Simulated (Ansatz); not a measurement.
Stepwise reaction of `[S]=[W](=[S])([Cl])[Cl]` with ammonia, as a gas-phase model of exchange steps in deposition or etching. ΔE in kJ/mol; ΔG adds harmonic PBE0-D4 terms to CCSD(T)/CBS, at 1 bar.

Gas-phase electronic energies from Ansatz, PBE0-D4/def2-TZVP geometries. CCSD(T)/CBS is the MP2 limit (def2-TZVPP, def2-QZVPP) plus CCSD(T) − MP2 in def2-TZVPP, frozen cores. This one scheme is used for every species. DFT in def2-TZVPP. B3LYP here is the variant with VWN-RPA as its local correlation; programs differ in this. Elements past krypton have def2 core potentials. For W outer-core shells are correlated without core-valence functions, which leaves a few kJ/mol of doubt a bond. Each species was taken in one conformer, which may not be the lowest.

```csv
step,reaction,PBE-D4,B3LYP-D4,ωB97M-V,CCSD(T)/CBS,ΔG(400 K)
2,`[NH2][W](=[S])(=[S])[Cl]` + NH₃ → `[NH2][W]([NH2])(=[S])=[S]` + HCl,62.9,61.4,58.7,62.2,54.2
```

Q: Give the row of step 1, `[S]=[W](=[S])([Cl])[Cl]` + NH₃ → `[NH2][W](=[S])(=[S])[Cl]` + HCl. (An estimate is asked.)

A: Ansatz gave: 
| step | reaction | PBE-D4 | B3LYP-D4 | ωB97M-V | CCSD(T)/CBS | ΔG(400 K) |
| --- | --- | --- | --- | --- | --- | --- |
| 1 | `[S]=[W](=[S])([Cl])[Cl]` + NH₃ → `[NH2][W](=[S])(=[S])[Cl]` + HCl | 38.2 | 36.4 | 32.5 | 36.4 | 28.4 |

Q: By hand: ΔE of the 2 steps together at CCSD(T)/CBS.

A: (36.4) + (62.2) = 98.6 kJ/mol, or 49.3 kJ/mol a step.

In ΔE each step is higher than the one before. All are uphill at CCSD(T)/CBS. ΔG lies between 28.4 and 54.2 kJ/mol a step. PBE-D4 differs from CCSD(T)/CBS by 0.7 to 1.8 kJ/mol a step. Isolated molecules leave out the surface, adducts and barriers. Largest T1 diagnostic: 0.022.
